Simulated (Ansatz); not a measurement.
Process, species as SMILES: ClBr (Cl-Br) → Cl atom + Br atom
B3LYP-D3(BJ)/def2-TZVP geometries, fixed; electronic energies without zero-point terms.

How fast the bond dissociation energy converges with the basis for several methods (Ansatz, a quantum-chemistry and plane-wave program): deviation from each method's own reference, in kcal/mol. References: B3LYP 52.89 kcal/mol, the value in aug-cc-pV(5+d)Z; CCSD(T) 55.90 kcal/mol, Hartree-Fock in aug-cc-pV(Q+d)Z plus the correlation part extrapolated as X^-3 from aug-cc-pV(T+d)Z and aug-cc-pV(Q+d)Z; HF 17.53 kcal/mol, the value in aug-cc-pV(5+d)Z; MP2 60.20 kcal/mol, Hartree-Fock in aug-cc-pV(5+d)Z plus the correlation part extrapolated as X^-3 from aug-cc-pV(Q+d)Z and aug-cc-pV(5+d)Z; PBE 62.20 kcal/mol, the value in aug-cc-pV(5+d)Z; wB97M-V 55.37 kcal/mol, the value in aug-cc-pV(5+d)Z. Cartesian d functions, on some or all atoms, in 6-31G**; all else is spherical. In correlated methods cores are frozen (with 3d on Ga to Br). Open shells are unrestricted. No added dispersion term, no relativity. Functionals ending in -V hold VV10 correlation. 

| basis | functions | B3LYP | CCSD(T) | HF | MP2 | PBE | wB97M-V |
|---|---|---|---|---|---|---|---|
| pcseg-1 | 45 | -5.40 | -16.07 | [?] | -18.07 | -5.40 | -6.10 |
| 6-31G** | 54 | -4.46 | -15.26 | [?] | -18.31 | -4.81 | -5.59 |
| def2-SVPD | 68 | -5.06 | -14.52 | [?] | -16.61 | -5.06 | -5.66 |
| cc-pV(T+d)Z | 82 | -0.63 | -5.84 | [?] | -6.42 | -0.57 | -0.61 |
| def2-TZVPP | 90 | -0.74 | -5.99 | [?] | -6.59 | -0.63 | -0.56 |
| def2-TZVPPD | 108 | -0.39 | -5.09 | [?] | -5.76 | -0.33 | -0.42 |
| aug-cc-pV(T+d)Z | 114 | -0.48 | -4.35 | [?] | -4.89 | -0.44 | -0.42 |
| pcseg-3 | 132 | -0.08 | -2.33 | [?] | -2.78 | -0.14 | -0.05 |
| cc-pV(Q+d)Z | 132 | -0.18 | -2.44 | [?] | -2.87 | -0.18 | -0.09 |
| def2-QZVP | 145 | -0.19 | -2.44 | [?] | -2.85 | -0.19 | -0.05 |
| aug-pcseg-3 | 182 | -0.05 | -1.92 | [?] | -2.35 | -0.13 | -0.01 |
| cc-pV(5+d)Z | 204 | -0.05 | -1.07 | [?] | -1.47 | -0.06 | 0.00 |

Question: What belongs in the gaps?

Answer: 
- pcseg-1, HF: -6.01
- 6-31G**, HF: -5.03
- def2-SVPD, HF: -5.28
- cc-pV(T+d)Z, HF: -0.49
- def2-TZVPP, HF: -0.84
- def2-TZVPPD, HF: -0.32
- aug-cc-pV(T+d)Z, HF: -0.39
- pcseg-3, HF: 0.16
- cc-pV(Q+d)Z, HF: -0.14
- def2-QZVP, HF: -0.16
- aug-pcseg-3, HF: 0.16
- cc-pV(5+d)Z, HF: -0.02

Mean absolute deviation over cc-pV(T+d)Z, def2-TZVPP, def2-TZVPPD, aug-cc-pV(T+d)Z: PBE 0.49, wB97M-V 0.50, HF 0.51, B3LYP 0.56, CCSD(T) 5.32, MP2 5.91 kcal/mol.
